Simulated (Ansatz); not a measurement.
Mg5O4⁺, relaxed as a doublet with UKS r2SCAN-D4/def2-SVP in Ansatz, starting from the GFN2-xTB geometry. Force threshold 0.02 eV/Å.

The relaxation made no stability test and no search for a lower SCF solution. The structure comes from a short search, and lower isomers may exist.

Start:

```xyz
9

Mg   -0.142   -0.351    1.670
Mg    0.944    1.277   -0.211
Mg   -0.755   -1.032   -1.228
Mg   -2.050    0.953    0.267
Mg    1.925   -1.122   -0.877
O    -1.515   -0.830    0.396
O    -0.461    1.546    0.925
O     0.651    0.058   -1.676
O     1.403   -0.500    0.732
```

Estimate the energy that the relaxation releases and the steps that it takes.

17.7 kcal/mol, in 6 steps; 56 s on 4 threads of Arm Neoverse V1 on a shared host. No frequencies were taken in this run, so the end may be a saddle point.

Does the start keep its bonding?

By distances, no bond broke or formed. The bond that changes most is Mg1–O9, from 1.81 to 1.91 Å (atoms count from 1).

Predict the relaxed structure.


```xyz
9

Mg   -0.103   -0.353    1.527
Mg    0.947    1.233   -0.232
Mg   -0.925   -0.967   -1.422
Mg   -2.229    1.010    0.489
Mg    2.038   -1.209   -0.782
O    -1.649   -0.830    0.328
O    -0.501    1.548    0.979
O     0.745   -0.111   -1.716
O     1.678   -0.321    0.830
```
Bond lengths (bridged metal pairs left out): 12 × Mg–O 1.87 to 2.02 Å.
